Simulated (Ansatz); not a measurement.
A nudged elastic band was laid between two geometries of BrF$_{2}$H$_{3}$O$_{2}$Zr (9 atoms, charge 0, multiplicity 1).

Theory: RKS PBE/def2-SVP in Ansatz 0.2.0.

| Property | Result |
| --- | --- |
| movable images | 5 |
| climbing image | yes |
| spring | 5.0 eV/Å² |
| optimiser | quadratic models (default) |
| start path | through a guess of the saddle point |
| force threshold | 0.05 eV/Å |
| iteration limit | 60 |
| end points | relaxed |

Image 0:

```xyz
9
Properties=species:S:1:pos:R:3
Zr -0.117 -0.102 -0.044
O -0.179 -0.248 1.943
H -0.629 0.139 2.712
F 1.626 0.372 -0.692
O -1.273 1.351 -0.490
H -1.833 2.055 -0.844
F -0.846 -1.649 -0.915
Br 1.794 -2.611 1.608
H 0.887 -1.567 2.147
```

Image 6:

```xyz
9
Properties=species:S:1:pos:R:3
Zr 0.223 -0.516 -0.164
O 0.512 0.164 2.109
H -0.330 0.638 2.282
F 1.846 0.426 -0.546
O -1.329 0.609 0.277
H -2.066 0.908 -0.283
F -0.335 -1.045 -1.919
Br 0.404 -2.820 0.981
H 0.506 -0.626 2.689
```

Q: Which bonds break or form, and what moves?

A: Bonds broken: Br8–H9. Bonds formed: Zr1–Br8, O2–H9.

Q: What energy profile does the band end with?

A: The run converged. The highest image is number 0 of 0 to 6, 0.0 kcal/mol above the first end and 18.3 kcal/mol above the last; the last end lies 18.3 kcal/mol below the first. The highest image is an end point: on this band no image between the ends rises above it. The orbitals stay closed-shell, which can raise the energy where a bond breaks towards radicals; this wasn't checked here.

| image | path coordinate (Å) | energy (kcal/mol) | Br8–H9 (Å) | Zr1–Br8 (Å) | O2–H9 (Å) |
| --- | --- | --- | --- | --- | --- |
| 0 | 0.00 | 0.0 | 1.48 | 3.56 | 1.71 |
| 1 | 0.14 | 0.0 | 1.49 | 3.43 | 1.67 |
| 2 | 0.94 | -6.5 | 1.92 | 2.91 | 1.08 |
| 3 | 1.74 | -12.7 | 2.38 | 2.68 | 0.99 |
| 4 | 2.54 | -14.8 | 2.56 | 2.63 | 0.98 |
| 5 | 3.34 | -17.0 | 2.66 | 2.60 | 0.98 |
| 6 | 4.14 | -18.3 | 2.78 | 2.58 | 0.98 |

The band took 19 iterations and of the order of 13 core-minutes.

Time of the run: 3.3 min on 4 threads of Arm Neoverse V1, on a shared host, peak memory 0.21 GiB.
